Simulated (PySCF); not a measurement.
B(NCO)2(OH) (C2HBN2O3), SMILES B(O)(N=C=O)N=C=O.

Geometry optimised at PBE-D3(BJ)/def2-SVP. The values are those of a single conformer.

Calculation: PBE-D3(BJ)/def2-SVP (PySCF).

Frequencies are harmonic and unscaled.

```json
[
 {"mode": "1", "ν (cm⁻¹)": "27", "IR (km/mol)": "0.5", "moving atoms (share of kinetic energy)": "O 73 %, N 16 %"},
 {"mode": "2", "ν (cm⁻¹)": "63", "IR (km/mol)": "0.3", "moving atoms (share of kinetic energy)": "N 47 %, O 45 %"},
 {"mode": "3", "ν (cm⁻¹)": "80", "IR (km/mol)": "0.4", "moving atoms (share of kinetic energy)": "N 52 %, O 41 %"},
 {"mode": "4", "ν (cm⁻¹)": "107", "IR (km/mol)": "0.9", "moving atoms (share of kinetic energy)": "N 74 %, O 23 %"},
 {"mode": "5", "ν (cm⁻¹)": "372", "IR (km/mol)": "20.0", "moving atoms (share of kinetic energy)": "O 48 %, N 27 %, C 12 %, H 11 %"},
 {"mode": "6", "ν (cm⁻¹)": "403", "IR (km/mol)": "6.9", "moving atoms (share of kinetic energy)": "N 50 %, O 25 %, C 19 %"},
 {"mode": "7", "ν (cm⁻¹)": "554", "IR (km/mol)": "56.3", "moving atoms (share of kinetic energy)": "H 75 %, B 16 %"},
 {"mode": "8", "ν (cm⁻¹)": "556", "IR (km/mol)": "3.9", "moving atoms (share of kinetic energy)": "C 65 %, O 28 %"},
 {"mode": "9", "ν (cm⁻¹)": "585", "IR (km/mol)": "30.5", "moving atoms (share of kinetic energy)": "C 63 %, N 19 %, O 16 %"},
 {"mode": "10", "ν (cm⁻¹)": "588", "IR (km/mol)": "1.0", "moving atoms (share of kinetic energy)": "C 72 %, O 14 %, N 13 %"},
 {"mode": "11", "ν (cm⁻¹)": "590", "IR (km/mol)": "29.3", "moving atoms (share of kinetic energy)": "C 71 %, O 14 %, N 13 %"},
 {"mode": "12", "ν (cm⁻¹)": "621", "IR (km/mol)": "104.2", "moving atoms (share of kinetic energy)": "B 65 %, H 14 %, O 11 %, N 10 %"},
 {"mode": "13", "ν (cm⁻¹)": "640", "IR (km/mol)": "13.4", "moving atoms (share of kinetic energy)": "O 46 %, N 26 %, C 20 %"},
 {"mode": "14", "ν (cm⁻¹)": "911", "IR (km/mol)": "200.8", "moving atoms (share of kinetic energy)": "H 52 %, B 24 %, O 19 %"},
 {"mode": "15", "ν (cm⁻¹)": "1149", "IR (km/mol)": "396.7", "moving atoms (share of kinetic energy)": "B 39 %, H 30 %, O 24 %"},
 {"mode": "16", "ν (cm⁻¹)": "1319", "IR (km/mol)": "276.7", "moving atoms (share of kinetic energy)": "B 52 %, O 36 %, N 10 %"},
 {"mode": "17", "ν (cm⁻¹)": "1544", "IR (km/mol)": "172.0", "moving atoms (share of kinetic energy)": "N 49 %, O 29 %, B 19 %"},
 {"mode": "18", "ν (cm⁻¹)": "1590", "IR (km/mol)": "293.9", "moving atoms (share of kinetic energy)": "N 47 %, O 26 %, B 23 %"},
 {"mode": "19", "ν (cm⁻¹)": "2380", "IR (km/mol)": "1966.6", "moving atoms (share of kinetic energy)": "C 70 %, N 18 %, O 12 %"},
 {"mode": "20", "ν (cm⁻¹)": "2428", "IR (km/mol)": "653.7", "moving atoms (share of kinetic energy)": "C 68 %, N 20 %, O 12 %"},
 {"mode": "21", "ν (cm⁻¹)": "3739", "IR (km/mol)": "89.0", "moving atoms (share of kinetic energy)": "H 94 %"}
]
```
